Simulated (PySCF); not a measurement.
C₂H₆GeN₂, SMILES [NH2][Ge@H]1[CH]=N[CH2]1. Atoms are numbered in the order given.

```xyz
11

N      1.8926     0.0356     0.7942
Ge     0.4102    -0.2117    -0.2373
C     -1.3021    -0.7153     0.6102
N     -1.9738     0.2954     0.2030
C     -1.0330     1.1594    -0.5211
H      2.7805     0.1416     0.3147
H      1.8273     0.6891     1.5676
H      0.8982    -1.0225    -1.4576
H     -1.7701    -1.5161     1.2023
H     -0.9059     2.1238    -0.0026
H     -1.3771     1.3758    -1.5458
```

Coordinates come from a PBE0-D3(BJ)/def2-SVP optimisation. The structure was generated by enumeration; whether it is a known compound was not checked. One conformer was computed; it need not be the lowest.

These are PySCF with PBE/pcSseg-1 values and carry that method's errors.

GIAO shieldings, no solvent; atoms listed in one row are averaged. δ = σ(ref) − σ: ¹⁵N against NH3 (σ = 267.0 ppm); ⁷³Ge against GeH4 (σ = 1614.4 ppm); ¹³C against TMS (σ = 182.0 ppm); ¹H against TMS (σ = 31.49 ppm), references at their B3LYP-D3(BJ)/def2-TZVP geometries, non-relativistic.

Computed chemical shifts:
```tsv
nucleus	atoms	count	δ (ppm)
¹⁵N	N4	1	492.2
¹⁵N	N1	1	40.2
⁷³Ge	Ge2	1	382.3
¹³C	C3	1	193.7
¹³C	C5	1	75.8
¹H	H9	1	8.50
¹H	H8	1	6.46
¹H	H10, H11	2	4.68
¹H	H6	1	1.37
¹H	H7	1	1.26
```
